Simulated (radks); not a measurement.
The gallium ion Ga2+, [Ar] 3d10 4s1. All-electron calculation, non-relativistic Kohn-Sham, LDA (Slater exchange, Perdew-Wang correlation), spin-polarised, spherical densities, point nucleus. Program: a radial shooting solver on a logarithmic mesh with Libxc functionals. Every spin shell is full or empty, so the densities are truly spherical. Functionals are evaluated on that one density, not self-consistently. Rank these exchange functionals by their error against the exact value of the orbitals, and give that value: LDA, PBE, PBEsol, PW86, OPTX, AM05, SOGGA, G96, APBE, TPSS, revTPSS, SCAN, r2SCAN, MS2, MVS.

Answer. Exact: -72.9235 hartree. From best to worst, with 100 (|E| - |E exact|)/|E exact| (equal figures are ties): r2SCAN +0.14, MVS +0.16, TPSS +0.19, MS2 -0.19, PBE -0.19, PW86 +0.36, SCAN +0.39, G96 +0.54, revTPSS -0.55, APBE +0.70, OPTX +0.97, PBEsol -2.44, SOGGA -2.46, AM05 -5.16, LDA -5.69.
